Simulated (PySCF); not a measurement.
HfCl2, SMILES [Cl][Hf][Cl] (connectivity only; charge and spin as stated), neutral, multiplicity 3.

Geometry: B3LYP-D3(BJ)/def2-TZVP. The multiplicity is an assumed one; other spin states were not compared. The def2 effective core potentials stand for the cores of Hf; spin–orbit coupling is left out.

Two levels are set side by side: PBE/def2-TZVPD (PySCF) and ωB97X/def2-TZVPD (PySCF). Same geometry, gas phase. Differences are taken from unrounded values.

```tsv
quantity	ωB97X
α-spin orbital gap (eV)	7.72
β-spin orbital gap (eV)	9.85
dipole moment (D)	0.97
mean polarisability (bohr³)	82.6
```

Question: What does PBE give, and how far is it from ωB97X? (The exact figures need the calculation; the answer reports its results.)

Answer: 
```tsv
quantity	PBE	PBE minus ωB97X
α-spin orbital gap (eV)	0.66	-7.06
β-spin orbital gap (eV)	4.40	-5.45
dipole moment (D)	0.85	-0.12
mean polarisability (bohr³)	87.9	5.3
```

PBE's more diffuse valence density responds more strongly to a field. Differences between two approximate levels are no errors against the true value.

Rough cost on one machine, each run with all the roots and properties that it gave: ωB97X against PBE within a factor of 2.
